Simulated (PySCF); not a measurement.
# Working out the ionisation energy of Zn⁺

Zn⁺ [Ar] 3d10 4s1 (2S) → Zn²⁺ [Ar] 3d10 (1S). Calculation: PySCF 2.14, in x2c-TZVPPall with one added diffuse shell each of s, p, d, f type (7s6p5d3f1g, 80 functions); scalar relativity by spin-free X2C-1e. Frozen: [Ne]. Energies in hartree (1 hartree = 27.21139 eV):

```
            part   Zn⁺ (lower)  Zn²⁺ (upper)
             UHF  -1793.968107  -1793.347846
CCSD correlation     -0.717035     -0.682699
             (T)     -0.015234     -0.011852
```

Q: What does Hartree-Fock give?

A: (-1793.347846) − (-1793.968107) = 0.620261 hartree = 16.878 eV.

Q: What do CCSD and CCSD(T) give?

A: The CCSD correlation energies differ by 0.034336 hartree = 0.934 eV and the triples by 0.003382 hartree = 0.092 eV, so CCSD gives 17.812 eV and CCSD(T) 17.904 eV.

Measured between the centres of the two terms (NIST): 17.964 eV, so CCSD(T) (valence and next inner shell) is off by -0.060 eV.

What remains against the reference includes basis incompleteness, the frozen core and higher excitations.
